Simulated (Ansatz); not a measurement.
```yaml
crystal:
  periodic: [false, false, false]
  atoms:
    - {symbol: N, position_ang: [-0.847996, -1.472752, 1.479049]}
    - {symbol: C, position_ang: [-0.178420, -0.492810, 0.886011]}
    - {symbol: C, position_ang: [0.095672, 0.308201, -0.102062]}
    - {symbol: Si, position_ang: [0.350575, 0.852856, -1.790672]}
    - {symbol: F, position_ang: [-0.206281, 2.339181, -2.026344]}
    - {symbol: Xx, position_ang: [0.885632, 0.339624, 1.282230]}
    - {symbol: H, position_ang: [-1.444181, -2.069301, 0.932364]}
    - {symbol: H, position_ang: [-0.487838, -1.835258, 2.344903]}
    - {symbol: H, position_ang: [1.791065, 0.908936, -2.132180]}
    - {symbol: H, position_ang: [-0.406393, -0.048116, -2.694207]}
    - {symbol: H, position_ang: [0.513762, 1.112339, 1.841407]}
basis:
  gaussian: {orbitals: 6-31G}
hamiltonian: {xc: {name: wB97M-V}}
```

```sh
$ ansatz run in.yaml --threads 4 --pin off --events-out ev --progress --plain --max-ram 10444MiB
```

It prints (some lines left out):

```
Error: YAML parse error: error: line 9 column 16: `Xx` is not an element symbol (H … Og, case-exact)
 7 |     - {symbol: Si, position_ang: [0.350575, 0.852856, -1.790672]}
 8 |     - {symbol: F, position_ang: [-0.206281, 2.339181, -2.026344]}
 9 |     - {symbol: Xx, position_ang: [0.885632, 0.339624, 1.282230]}
10 |     - {symbol: H, position_ang: [-1.444181, -2.069301, 0.932364]}
11 |     - {symbol: H, position_ang: [-0.487838, -1.835258, 2.344903]}
```

What is wrong with this run?

An element symbol is wrong. The program refused the input.
